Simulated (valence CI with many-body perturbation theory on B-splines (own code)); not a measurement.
Results of a calculation; reference values are marked as such.
**Energy levels of Re43+**

Level of theory: valence CI with perturbative core correlation (CI+MBPT): four valence electrons over a frozen Dirac-Fock core [Ar] 3d10, radial functions for each j: 11 s, 11 p, 10 d, 8 f, 5 g, 2 h, with the one-electron correlation potential Σ1, the two-electron term Σ2, the three-electron term Σ3, Breit, model QED; selected CI, second order for the rest, scaled by the run's own slope (own B-spline code, finite nucleus).

No measured spectrum was set against this ion. As an estimate, large intervals hold to a few tenths of a per cent, small ones and those within an open d or f shell to about a per cent. Among the levels kept, up to 430 cm⁻¹ of a level comes from second order outside the variational space, and about a tenth of that is noise between levels of different J, which matters for small intervals.

Levels 136 to 180 of 188, with energies above the lowest level, (4s^2 4p1/2^2) J=0. "Leading %" is the weight of the configuration and term that name the level; weights of strongly mixed levels are sums over their largest components and can fall short, so below about 35 % the name and the second component can differ from the true leading terms, or belong to a minority configuration. In the jj column 3d3/2^4 stands for four electrons in 3d with j = 3/2.

```tsv
No.	Configuration	Term	J	E (eV)	Leading %	Second component	g	Leading jj
136	4p⁴	³P	0	646.18	49	29 % 4p⁴ ¹S		4p3/2^4 (78 %)
137	4s4p4d²	¹S°	0	647.21	24	18 % 4p³4d ⁵D°		4s 4p1/2 4d3/2 4d5/2 (65 %)
138	4s4p²4f	⁵G°	3	648.75	22	19 % 4s4p²4f ³D°	1.087	4s 4p1/2 4p3/2 4f5/2 (61 %)
139	4s4p²4f	⁵G°	4	649.85	18	14 % 4s4p4d² ⁵D°	1.257	4s 4p1/2 4d3/2 4d5/2 (39 %)
140	4s4p²4f	⁵F°	2	651.60	22	17 % 4s4p²4f ⁵D°	1.008	4s 4p1/2 4p3/2 4f5/2 (63 %)
141	4s4p4d²	⁵D°	3	652.09	21	12 % 4s4p4d² ⁵F°	1.209	4s 4p1/2 4d3/2 4d5/2 (68 %)
142	4s4p²4f	³G°	4	652.76	19	18 % 4s4p²4f ⁵D°	1.192	4s 4p1/2 4p3/2 4f7/2 (45 %)
143	4s4p²4f	⁵G°	4	652.95	24	22 % 4s4p²4f ³G°	1.077	4s 4p1/2 4p3/2 4f5/2 (65 %)
144	4s4p²4f	⁵F°	1	653.25	67	6 % 4s4p²4f ⁵D°	0.273	4s 4p1/2 4p3/2 4f5/2 (86 %)
145	4s4p²4f	⁵D°	3	654.53	17	17 % 4s4p²4f ⁵F°	1.109	4s 4p1/2 4p3/2 4f7/2 (48 %)
146	4s4p4d²	⁵D°	2	654.92	16	9 % 4s4p²4f ⁵F°	1.215	4s 4p1/2 4d3/2 4d5/2 (67 %)
147	4s4p²4f	⁵G°	5	655.33	51	29 % 4s4p²4f ⁵F°	1.279	4s 4p1/2 4p3/2 4f7/2 (92 %)
148	4s4p4d²	⁵D°	4	658.41	25	12 % 4s4p4d² ⁵F°	1.220	4s 4p1/2 4d5/2^2 (34 %)
149	4s4p4d²	⁵S°	2	658.48	13	11 % 4s4p4d² ⁵P°	1.280	4s 4p1/2 4d3/2 4d5/2 (63 %)
150	4s4p²4f	³G°	3	658.54	16	13 % 4s4p²4f ⁵D°	1.142	4s 4p1/2 4d3/2 4d5/2 (37 %)
151	4s4p4d²	³D°	1	660.68	23	10 % 4s4p²4f ³D°	0.946	4s 4p1/2 4d3/2 4d5/2 (56 %)
152	4s4p²4f	³G°	5	661.32	50	28 % 4s4p²4f ⁵F°	1.245	4s 4p1/2 4p3/2 4f7/2 (70 %)
153	4s4p²4f	³D°	2	662.43	23	21 % 4s4p²4f ³F°	1.037	4s 4p1/2 4p3/2 4f7/2 (67 %)
154	4s4p4d²	⁵G°	5	662.51	23	17 % 4s4p4d² ⁵F°	1.204	4s 4p1/2 4d5/2^2 (54 %)
155	4s4p²4f	³F°	3	662.87	28	9 % 4s4p²4f ⁵F°	1.102	4s 4p1/2 4p3/2 4f5/2 (58 %)
156	4s4p²4f	³F°	4	663.62	29	14 % 4s4p²4f ⁵F°	1.233	4s 4p1/2 4p3/2 4f7/2 (56 %)
157	4s4p²4f	³H°	6	663.76	55	42 % 4s4p²4f ⁵G°	1.233	4s 4p1/2 4p3/2 4f7/2 (95 %)
158	4s4p²4f	³G°	3	664.41	46	11 % 4p³4d ³F°	0.928	4s 4p1/2 4p3/2 4f5/2 (58 %)
159	4s4p²4f	⁵D°	2	665.13	25	24 % 4s4p²4f ³D°	1.205	4s 4p1/2 4p3/2 4f5/2 (62 %)
160	4s4p²4f	⁵D°	1	665.25	35	33 % 4s4p²4f ³P°	1.253	4s 4p1/2 4p3/2 4f5/2 (70 %)
161	4s4p²4f	³P°	0	665.30	48	43 % 4s4p²4f ⁵D°		4s 4p1/2 4p3/2 4f5/2 (88 %)
162	4s4p²4f	¹F°	3	665.71	18	13 % 4s4p²4f ³F°	1.090	4s 4p1/2 4p3/2 4f7/2 (67 %)
163	4p³4d	³F°	2	666.01	32	12 % 4p³4d ⁵D°	0.941	4p1/2 4p3/2^2 4d3/2 (55 %)
164	4s4p²4f	³F°	2	667.15	22	20 % 4p³4d ³F°	0.884	4s 4p1/2 4p3/2 4f5/2 (41 %)
165	4s4p²4f	³H°	4	667.55	17	11 % 4p³4d ³G°	1.117	4s 4p1/2 4p3/2 4f5/2 (36 %)
166	4s4p²4f	¹D°	2	668.38	22	11 % 4s4p4d² ³P°	1.152	4s 4p1/2 4d5/2^2 (38 %)
167	4p³4d	⁵D°	1	670.55	27	16 % 4p³4d ³D°	0.980	4p1/2 4p3/2^2 4d3/2 (57 %)
168	4s4p²4f	³G°	3	671.79	11	10 % 4s4p²4f ³D°	1.137	4s 4p1/2 4p3/2 4f5/2 (34 %)
169	4s4p²4f	³D°	1	671.80	19	18 % 4s4p²4f ¹P°	1.107	4s 4p1/2 4p3/2 4f7/2 (43 %)
170	4s4p²4f	³F°	4	672.52	16	9 % 4s4p4d² ³G°	1.137	4s 4p1/2 4p3/2 4f7/2 (54 %)
171	4s4p²4f	³F°	2	672.64	25	7 % 4s4p4d² ³D°	1.069	4s 4p1/2 4p3/2 4f7/2 (42 %)
172	4s4p²4f	³D°	3	673.15	41	8 % 4s4p4d² ³D°	1.259	4s 4p1/2 4p3/2 4f7/2 (55 %)
173	4s4p4d²	³F°	3	673.63	15	10 % 4s4p²4f ³F°	1.174	4s 4p1/2 4d5/2^2 (50 %)
174	4s4p4d²	³P°	0	674.64	28	27 % 4p³4d ¹S°		4p1/2 4p3/2^2 4d3/2 (45 %)
175	4s4p²4f	¹D°	2	675.36	16	16 % 4s4p²4f ³D°	0.983	4s 4p1/2 4p3/2 4f5/2 (47 %)
176	4s4p²4f	³F°	4	675.48	21	16 % 4p³4d ⁵D°	1.208	4s 4p1/2 4p3/2 4f7/2 (62 %)
177	4s4p²4f	¹H°	5	675.95	34	25 % 4s4p²4f ³G°	1.099	4s 4p1/2 4p3/2 4f7/2 (79 %)
178	4s4p²4f	³D°	1	676.83	28	20 % 4s4p²4f ¹P°	0.840	4s 4p1/2 4p3/2 4f5/2 (55 %)
179	4s4p²4f	³G°	4	678.35	25	21 % 4s4p²4f ³F°	1.133	4s 4p1/2 4p3/2 4f7/2 (37 %)
180	4s4p4d²	³P°	0	678.99	32	21 % 4p³4d ³P°		4s 4p1/2 4d5/2^2 (55 %)
```

Where two levels of one J and parity lie close, their mixing, g and order are uncertain.
